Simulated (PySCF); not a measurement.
Compound: C5H9F3N2.
SMILES with atom numbers: `[CH3:1][CH:2]([CH3:3])/[C:4](=[N:5]\[NH2:6])[C:7]([F:8])([F:9])[F:10]` (hydrogens: H11, H12, H13 on C1; H14 on C2; H15, H16, H17 on C3; H18, H19 on N6)

The same species was optimised twice, with GFN2-xTB and with PBE0-D3(BJ)/def2-SVP (PySCF), and the same property calculations (PySCF, gas phase) were run on both structures.

```json
{"coordinate": "C7–F9 (Å)", "GFN2-xTB": "1.335", "PBE0-D3(BJ)/def2-SVP": "1.323", "change": "-0.012"}
{"coordinate": "C4=N5 (Å)", "GFN2-xTB": "1.274", "PBE0-D3(BJ)/def2-SVP": "1.281", "change": "+0.007"}
{"coordinate": "C7–F10 (Å)", "GFN2-xTB": "1.350", "PBE0-D3(BJ)/def2-SVP": "1.344", "change": "-0.006"}
{"coordinate": "N5–N6 (Å)", "GFN2-xTB": "1.321", "PBE0-D3(BJ)/def2-SVP": "1.326", "change": "+0.005"}
{"coordinate": "C2–C3 (Å)", "GFN2-xTB": "1.534", "PBE0-D3(BJ)/def2-SVP": "1.533", "change": "-0.001"}
{"coordinate": "C1–C2 (Å)", "GFN2-xTB": "1.527", "PBE0-D3(BJ)/def2-SVP": "1.526", "change": "-0.001"}
{"coordinate": "C4–C7 (Å)", "GFN2-xTB": "1.506", "PBE0-D3(BJ)/def2-SVP": "1.506", "change": "0.000"}
{"coordinate": "C7–F8 (Å)", "GFN2-xTB": "1.348", "PBE0-D3(BJ)/def2-SVP": "1.348", "change": "0.000"}
{"coordinate": "C2–C4 (Å)", "GFN2-xTB": "1.513", "PBE0-D3(BJ)/def2-SVP": "1.513", "change": "0.000"}
{"coordinate": "C4–N5–N6 (°)", "GFN2-xTB": "124.4", "PBE0-D3(BJ)/def2-SVP": "121.1", "change": "-3.3"}
{"coordinate": "C2–C4–N5 (°)", "GFN2-xTB": "127.4", "PBE0-D3(BJ)/def2-SVP": "125.1", "change": "-2.3"}
{"coordinate": "C4–C7–F8 (°)", "GFN2-xTB": "112.8", "PBE0-D3(BJ)/def2-SVP": "110.5", "change": "-2.3"}
{"coordinate": "C1–C2–C4 (°)", "GFN2-xTB": "113.2", "PBE0-D3(BJ)/def2-SVP": "115.0", "change": "+1.8"}
{"coordinate": "F8–C7–F9 (°)", "GFN2-xTB": "106.3", "PBE0-D3(BJ)/def2-SVP": "107.6", "change": "+1.3"}
{"coordinate": "F9–C7–F10 (°)", "GFN2-xTB": "106.0", "PBE0-D3(BJ)/def2-SVP": "107.3", "change": "+1.3"}
{"coordinate": "N5–C4–C7 (°)", "GFN2-xTB": "113.5", "PBE0-D3(BJ)/def2-SVP": "114.7", "change": "+1.2"}
{"coordinate": "C2–C4–C7 (°)", "GFN2-xTB": "119.1", "PBE0-D3(BJ)/def2-SVP": "120.0", "change": "+0.9"}
{"coordinate": "C1–C2–C4–N5 (°)", "GFN2-xTB": "148", "PBE0-D3(BJ)/def2-SVP": "154", "change": "+6"}
{"coordinate": "C2–C4–C7–F8 (°)", "GFN2-xTB": "-47", "PBE0-D3(BJ)/def2-SVP": "-49", "change": "-2"}
```

Rotational constants: A = 1511, B = 1244, C = 887.5 MHz (GFN2-xTB) against A = 1565, B = 1221, C = 883.3 MHz (PBE0-D3(BJ)/def2-SVP). Point groups within 0.08 Å: C1 and C1.

On the GFN2-xTB structure: HOMO (eV) -7.06 [PBE0/pcSseg-1]; LUMO (eV) -0.21 [PBE0/pcSseg-1]; dipole (D) 4.45 [PBE0/pcSseg-1]; GIAO shielding of C1/C3 (mean) (ppm) 166.5 [PBE0/pcSseg-1]; GIAO shielding of C2 (ppm) 160.2 [PBE0/pcSseg-1]; GIAO shielding of C4 (ppm) 50.1 [PBE0/pcSseg-1]; GIAO shielding of N5 (ppm) -111.8 [PBE0/pcSseg-1]; GIAO shielding of N6 (ppm) 144.4 [PBE0/pcSseg-1]; GIAO shielding of C7 (ppm) 55.2 [PBE0/pcSseg-1]; GIAO shielding of F8/F9/F10 (mean) (ppm) 249.8 [PBE0/pcSseg-1].

Task: What do these properties become on the PBE0-D3(BJ)/def2-SVP structure?

Result: 
| property | level | on GFN2-xTB | on PBE0-D3(BJ)/def2-SVP | change |
| --- | --- | --- | --- | --- |
| HOMO (eV) | PBE0/pcSseg-1 | -7.06 | -7.06 | 0.00 |
| LUMO (eV) | PBE0/pcSseg-1 | -0.21 | -0.27 | -0.06 |
| dipole (D) | PBE0/pcSseg-1 | 4.45 | 4.21 | -0.24 |
| energy, GFN2-xTB geometry as zero (kcal/mol) | PBE0/pcSseg-1 | 0.0 | -1.2 | -1.2 |
| GIAO shielding of C1/C3 (mean) (ppm) | PBE0/pcSseg-1 | 166.5 | 165.7 | -0.8 |
| GIAO shielding of C2 (ppm) | PBE0/pcSseg-1 | 160.2 | 159.4 | -0.8 |
| GIAO shielding of C4 (ppm) | PBE0/pcSseg-1 | 50.1 | 46.1 | -4.0 |
| GIAO shielding of N5 (ppm) | PBE0/pcSseg-1 | -111.8 | -112.1 | -0.3 |
| GIAO shielding of N6 (ppm) | PBE0/pcSseg-1 | 144.4 | 141.4 | -3.0 |
| GIAO shielding of C7 (ppm) | PBE0/pcSseg-1 | 55.2 | 56.8 | +1.6 |
| GIAO shielding of F8/F9/F10 (mean) (ppm) | PBE0/pcSseg-1 | 249.8 | 255.5 | +5.7 |

The heavy atoms differ by 0.072 Å rms after alignment. Among bonds between heavy atoms C7–F9 changes most (-0.012 Å). Changes are differences of the printed values. Neither structure is proved a minimum here.

The values belong to the conformer `[CH3:1][CH:2]([CH3:3])/[C:4](=[N:5]\[NH2:6])[C:7]([F:8])([F:9])[F:10]`: C1–C2–C4–N5 154°, C2–C4–C7–F8 -49°, H–N6–N5–C4 -21°, H–N6–N5–C4 -162°.
